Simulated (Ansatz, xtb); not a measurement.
**Relative energy of two conformers of BrClFGaH2Si**

We compare I, `F[Si@H](Br)[GaH][Cl]`, a singlet, with II, `F[Si@H](Br)[GaH][Cl]`, a singlet. Both are isolated molecules in the gas phase, relaxed with B3LYP-D3(BJ)/def2-SVP.

I (Å):

```xyz
7

Br   -1.7853    0.6614    3.6110
Cl    2.6172   -0.8664    2.2940
F    -0.5321    0.9958    0.7191
Ga    0.6310   -1.7375    2.2726
Si   -1.1189   -0.2029    1.6484
H    -2.3277   -0.7364    0.9677
H     0.5473   -3.2234    2.7599
```

II (Å):

```xyz
7

Br   -1.1441   -0.9407    1.5046
Cl    3.1341    1.4284    1.6530
F    -0.8245    0.2709   -1.4017
Ga    1.1689    1.8125    0.8063
Si    0.1404   -0.1400   -0.1544
H     1.0213   -1.2420   -0.6160
H     0.6232    3.2653    1.0038
```

**Question.** Estimate E(II) − E(I) at the level CCSD(T)/def2-SVP + ΔMP2/def2-TZVPP.

**Answer.** Too close to call at this level: CCSD(T)/def2-SVP + ΔMP2/def2-TZVPP gives E(II) − E(I) = −2.37 kJ/mol.

Level by level:

```csv
level,geometry,E(II) − E(I) (kJ/mol),departure from the last row (kJ/mol),"job, with rough time for the two"
B3LYP-D3(BJ)/def2-SVP,B3LYP-D3(BJ)/def2-SVP,−2.60,−0.23,"optimisation, 2.3 min"
HF/def2-SVP,B3LYP-D3(BJ)/def2-SVP,−3.41,−1.04,part of the CCSD(T) run
MP2/def2-SVP,B3LYP-D3(BJ)/def2-SVP,−2.21,+0.15,part of the CCSD(T) run
CCSD(T)/def2-SVP,B3LYP-D3(BJ)/def2-SVP,−2.20,+0.17,single point
CCSD(T)/def2-SVP + ΔMP2/def2-TZVPP,B3LYP-D3(BJ)/def2-SVP,−2.37,,"single point, 35 s"
```

The largest departure from CCSD(T)/def2-SVP + ΔMP2/def2-TZVPP is that of HF/def2-SVP, 1.04 kJ/mol. Levels run at GFN2-xTB geometries aren't shown. The last row adds to CCSD(T) the change of the MP2 difference between the two basis sets, here −0.17 kJ/mol.

With harmonic frequencies from B3LYP-D3(BJ)/def2-SVP (ideal gas, rigid rotor, one conformer each, 298.15 K, 1 atm): on the last row, ΔE + ΔZPE = −2.42 kJ/mol. A mode under 50 cm⁻¹ makes harmonic enthalpies and free energies unreliable, so none is given.

The correlated steps freeze 29 core orbitals; the filled d shell of Br and Ga is correlated, in a basis made for valence electrons. Run with Ansatz 0.2.0; the last row on 2 threads of Intel(R) Xeon(R) 6975P-C (Granite Rapids) on a shared host.
